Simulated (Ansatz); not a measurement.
One change: `N=C1OB1[SiH3]` becomes `N=C1OB1F`.

Ansatz, PBE0-D4/def2-TZVP geometries, multiplicity 1. Each molecule was computed in one conformer, which needn't be the lowest.

```
                                        property  `N=C1OB1[SiH3]`
           LUMO energy (ωB97M-V/def2-TZVPP) / eV             0.06
              HOMO energy (PBE0/def2-TZVPP) / eV            -7.51
              LUMO energy (PBE0/def2-TZVPP) / eV            -2.04
size of the dipole moment (B3LYP/def2-TZVPP) / D             3.07
  zero-point energy (PBE0-D4/def2-TZVP) / kJ/mol            137.3
         HOMO–LUMO gap (ωB97M-V/def2-TZVPP) / eV             9.82
```

(1) What does the change do to each property? (Best estimate.)

## Answers

(1) The calculation gave: 
| property | `N=C1OB1F` | shift |
| --- | --- | --- |
| LUMO energy (ωB97M-V/def2-TZVPP) / eV | 0.89 | 0.83 |
| HOMO energy (PBE0/def2-TZVPP) / eV | -8.16 | -0.65 |
| LUMO energy (PBE0/def2-TZVPP) / eV | -1.38 | 0.66 |
| size of the dipole moment (B3LYP/def2-TZVPP) / D | 2.32 | -0.75 |
| zero-point energy (PBE0-D4/def2-TZVP) / kJ/mol | 79.6 | -57.7 |
| HOMO–LUMO gap (ωB97M-V/def2-TZVPP) / eV | 11.36 | 1.54 |

With PBE0 the HOMO falls by 0.65 eV and the LUMO rises by 0.66 eV, so the gap widens by about 1.31 eV. PBE moves the HOMO by -0.55 eV and ωB97M-V by -0.71 eV. The zero-point energy changes by -57.7 kJ/mol with -9 modes. Dipoles are sizes alone; their direction can turn.

B3LYP here is the variant with VWN-RPA as its local correlation; programs differ in this.
